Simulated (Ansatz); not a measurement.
C$_{4}$H$_{13}$AlN (SMILES CC[N](C)(C)->[AlH2+]), charge +1, singlet, geometry from GFN2-xTB (such geometries of metal compounds can be far from the true shape); MP2/STO-3G (Ansatz, a program for electronic structure).

Here is a job for Ansatz.
Ansatz 0.2 input:
```yaml
crystal:
  periodic: [false, false, false]
  atoms:
    - {symbol: Al, position_ang: [-1.40397890, -0.71832228, -0.45946005]}
    - {symbol: H, position_ang: [-2.21807388, -1.38307979, 0.64256811]}
    - {symbol: H, position_ang: [-1.67112782, -0.57995054, -1.95416474]}
    - {symbol: C, position_ang: [-0.61068351, 1.91074676, 0.47017436]}
    - {symbol: C, position_ang: [0.53031389, 1.19693653, -0.23562742]}
    - {symbol: N, position_ang: [0.46876232, -0.26252383, -0.00214089]}
    - {symbol: C, position_ang: [1.44600606, -0.93558142, -0.87046584]}
    - {symbol: C, position_ang: [0.69685116, -0.60886488, 1.40610853]}
    - {symbol: H, position_ang: [-1.56795622, 1.39317005, 0.24704715]}
    - {symbol: H, position_ang: [-0.48191805, 1.95066816, 1.54904706]}
    - {symbol: H, position_ang: [-0.69951582, 2.93165926, 0.10520031]}
    - {symbol: H, position_ang: [0.43497589, 1.35463536, -1.31824661]}
    - {symbol: H, position_ang: [1.49876398, 1.59577289, 0.08439351]}
    - {symbol: H, position_ang: [1.18259267, -0.76444737, -1.91827693]}
    - {symbol: H, position_ang: [1.42817862, -2.00998747, -0.68487893]}
    - {symbol: H, position_ang: [2.45706737, -0.56311506, -0.69179899]}
    - {symbol: H, position_ang: [1.63103514, -0.18219451, 1.77724489]}
    - {symbol: H, position_ang: [-0.13652487, -0.25124016, 2.01980485]}
    - {symbol: H, position_ang: [0.73796665, -1.69545607, 1.50888953]}
basis:
  gaussian:
    orbitals: STO-3G
total_charge: 1
magnetization: {spin_polarized: false}
correlation: {method: mp2}
```

**Question.** Write the output that Ansatz gives for this input, abridged.

**Answer.** 
```
Functional definition: HF
640 factors; integrals over basis functions are off by at most 5.5e-5 eV
mean field evaluation 1: about -12239.9969 eV, gradient 1.7e1 eV
mean field evaluation 2: about -12240.3776 eV, gradient 1.7e1 eV
mean field evaluation 4: about -12241.6100 eV, gradient 8.5e-1 eV
mean field evaluation 8: about -12241.6119 eV, gradient 2.0e-6 eV
mean field -12241.61193050 eV, -449.8709407834 hartree, gradient 1.4e-6 eV, S^2 0.000000; 0 other end points of the search recorded, 0 dependent functions left out
10 core orbitals not correlated
reference -12241.61193050 eV, -449.8709407834 hartree; 18, 18 occupied and 19, 19 virtual orbitals, 640 factors
second order -8.08270818 eV of doubles, -0.00000000 eV of singles
Total energy: -12249.69463869 eV, -450.1679748304 hartree
```
